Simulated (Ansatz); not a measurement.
Ansatz (an electronic-structure program) input (B3LYP-D3(BJ)/def2-TZVP):

Ansatz 0.2 input:
```yaml
crystal:
  periodic: [false, false, false]
  atoms:
    - {symbol: Ag, position_ang: [-0.00000000, -0.00000000, -1.43375140]}
    - {symbol: I, position_ang: [0.00000000, 0.00000000, 1.27143992]}
basis:
  gaussian:
    orbitals: def2-TZVP
hamiltonian:
  xc: b3lyp
  dispersion: d3bj
total_charge: 1
magnetization: {spin_polarized: true, initial_magnetization: 1}
phonons: {temperatures: {t_min: 298.15, t_max: 298.15, t_step: 100}}
```

Output:

```
Functional definition: B3LYP
integrals: 0.03 GiB planned
769 factors; their error is unknown
mean field: 0.36 GiB planned
mean field evaluation 1: about -12088.3227 eV, gradient 5.4e1 eV
mean field evaluation 2: about -12014.6492 eV, gradient 1.5e2 eV
mean field evaluation 4: about -12096.7891 eV, gradient 6.5e0 eV
mean field evaluation 8: about -12097.2161 eV, gradient 4.3e-1 eV
mean field evaluation 16: about -12097.2164 eV, gradient 4.3e-5 eV
mean field evaluation 32: about -12097.2164 eV, gradient 4.6e-5 eV
mean field -12097.21640862 eV, -444.5645032291 hartree, gradient 4.6e-5 eV, S^2 0.753082; 2 other end points of the search recorded, 0 dependent functions left out
the calculation of the forces begins
reference -12097.21659732 eV, -444.5645101634 hartree; 22, 21 occupied and 68, 69 virtual orbitals, 769 factors
these checks for a lower state are left out or cut short: stability, starts, cluster_reference, orbital_swaps, neighbouring_geometries, increment
integrals: 0.03 GiB planned
769 factors; their error is unknown
mean field: 0.36 GiB planned
mean field -12097.21640863 eV, -444.5645032295 hartree, gradient 1.7e-6 eV, S^2 0.753082; 0 other end points of the search recorded, 0 dependent functions left out
the calculation of the forces begins
reference -12097.21659732 eV, -444.5645101637 hartree; 22, 21 occupied and 68, 69 virtual orbitals, 769 factors
these checks for a lower state are left out or cut short: stability, starts, cluster_reference, orbital_swaps, neighbouring_geometries, increment
integrals: 0.03 GiB planned
769 factors; their error is unknown
mean field: 0.36 GiB planned
mean field -12097.21640863 eV, -444.5645032295 hartree, gradient 1.7e-6 eV, S^2 0.753082; 0 other end points of the search recorded, 0 dependent functions left out
the calculation of the forces begins
reference -12097.21659732 eV, -444.5645101637 hartree; 22, 21 occupied and 68, 69 virtual orbitals, 769 factors
these checks for a lower state are left out or cut short: stability, starts, cluster_reference, orbital_swaps, neighbouring_geometries, increment
integrals: 0.03 GiB planned
769 factors; their error is unknown
mean field: 0.36 GiB planned
mean field -12097.21640863 eV, -444.5645032294 hartree, gradient 2.2e-6 eV, S^2 0.753082; 0 other end points of the search recorded, 0 dependent functions left out
the calculation of the forces begins
reference -12097.21659732 eV, -444.5645101637 hartree; 22, 21 occupied and 68, 69 virtual orbitals, 769 factors
these checks for a lower state are left out or cut short: stability, starts, cluster_reference, orbital_swaps, neighbouring_geometries, increment
integrals: 0.03 GiB planned
769 factors; their error is unknown
mean field: 0.36 GiB planned
mean field evaluation 64: about -12097.2164 eV, gradient 2.2e-6 eV
mean field -12097.21640863 eV, -444.5645032294 hartree, gradient 2.2e-6 eV, S^2 0.753082; 0 other end points of the search recorded, 0 dependent functions left out
the calculation of the forces begins
reference -12097.21659732 eV, -444.5645101637 hartree; 22, 21 occupied and 68, 69 virtual orbitals, 769 factors
these checks for a lower state are left out or cut short: stability, starts, cluster_reference, orbital_swaps, neighbouring_geometries, increment
integrals: 0.03 GiB planned
769 factors; their error is unknown
mean field: 0.36 GiB planned
mean field -12097.21637710 eV, -444.5645020706 hartree, gradient 1.6e-6 eV, S^2 0.753079; 0 other end points of the search recorded, 0 dependent functions left out
the calculation of the forces begins
reference -12097.21656574 eV, -444.5645090032 hartree; 22, 21 occupied and 68, 69 virtual orbitals, 769 factors
these checks for a lower state are left out or cut short: stability, starts, cluster_reference, orbital_swaps, neighbouring_geometries, increment
integrals: 0.03 GiB planned
769 factors; their error is unknown
mean field: 0.36 GiB planned
mean field -12097.21641341 eV, -444.5645034052 hartree, gradient 1.6e-6 eV, S^2 0.753085; 0 other end points of the search recorded, 0 dependent functions left out
the calculation of the forces begins
reference -12097.21660215 eV, -444.5645103411 hartree; 22, 21 occupied and 68, 69 virtual orbitals, 769 factors
these checks for a lower state are left out or cut short: stability, starts, cluster_reference, orbital_swaps, neighbouring_geometries, increment
integrals: 0.03 GiB planned
769 factors; their error is unknown
mean field: 0.36 GiB planned
mean field -12097.21640863 eV, -444.5645032295 hartree, gradient 1.7e-6 eV, S^2 0.753082; 0 other end points of the search recorded, 0 dependent functions left out
the calculation of the forces begins
reference -12097.21659732 eV, -444.5645101637 hartree; 22, 21 occupied and 68, 69 virtual orbitals, 769 factors
these checks for a lower state are left out or cut short: stability, starts, cluster_reference, orbital_swaps, neighbouring_geometries, increment
integrals: 0.03 GiB planned
769 factors; their error is unknown
mean field: 0.36 GiB planned
mean field evaluation 96: about -12097.2164 eV, gradient 1.7e-6 eV
mean field -12097.21640863 eV, -444.5645032295 hartree, gradient 1.7e-6 eV, S^2 0.753082; 0 other end points of the search recorded, 0 dependent functions left out
the calculation of the forces begins
reference -12097.21659732 eV, -444.5645101637 hartree; 22, 21 occupied and 68, 69 virtual orbitals, 769 factors
these checks for a lower state are left out or cut short: stability, starts, cluster_reference, orbital_swaps, neighbouring_geometries, increment
integrals: 0.03 GiB planned
769 factors; their error is unknown
mean field: 0.36 GiB planned
mean field -12097.21640863 eV, -444.5645032294 hartree, gradient 2.2e-6 eV, S^2 0.753082; 0 other end points of the search recorded, 0 dependent functions left out
the calculation of the forces begins
reference -12097.21659732 eV, -444.5645101637 hartree; 22, 21 occupied and 68, 69 virtual orbitals, 769 factors
these checks for a lower state are left out or cut short: stability, starts, cluster_reference, orbital_swaps, neighbouring_geometries, increment
integrals: 0.03 GiB planned
769 factors; their error is unknown
mean field: 0.36 GiB planned
mean field -12097.21640863 eV, -444.5645032294 hartree, gradient 2.2e-6 eV, S^2 0.753082; 0 other end points of the search recorded, 0 dependent functions left out
the calculation of the forces begins
reference -12097.21659732 eV, -444.5645101637 hartree; 22, 21 occupied and 68, 69 virtual orbitals, 769 factors
these checks for a lower state are left out or cut short: stability, starts, cluster_reference, orbital_swaps, neighbouring_geometries, increment
integrals: 0.03 GiB planned
769 factors; their error is unknown
mean field: 0.36 GiB planned
mean field -12097.21641341 eV, -444.5645034052 hartree, gradient 1.6e-6 eV, S^2 0.753085; 0 other end points of the search recorded, 0 dependent functions left out
the calculation of the forces begins
reference -12097.21660215 eV, -444.5645103411 hartree; 22, 21 occupied and 68, 69 virtual orbitals, 769 factors
these checks for a lower state are left out or cut short: stability, starts, cluster_reference, orbital_swaps, neighbouring_geometries, increment
integrals: 0.03 GiB planned
769 factors; their error is unknown
mean field: 0.36 GiB planned
mean field evaluation 128: about -12097.2164 eV, gradient 1.6e-6 eV
mean field -12097.21637710 eV, -444.5645020706 hartree, gradient 1.6e-6 eV, S^2 0.753079; 0 other end points of the search recorded, 0 dependent functions left out
the calculation of the forces begins
reference -12097.21656574 eV, -444.5645090032 hartree; 22, 21 occupied and 68, 69 virtual orbitals, 769 factors
Total energy: -12097.31470153 eV, -444.5681154268 hartree
Atom 0 at    -0.000000    -0.000000    -1.433751 Å, force     0.000000    -0.000000    -0.000047 eV/Å
Atom 1 at     0.000000     0.000000     1.271440 Å, force    -0.000000     0.000000     0.000047 eV/Å
Dipole moment:     0.000000     0.000000    -0.520915 e Å
Vibrations: 141.61 cm⁻¹, zero-point energy 0.008779 eV
```

The spin state was set by rule; other spins were not relaxed.
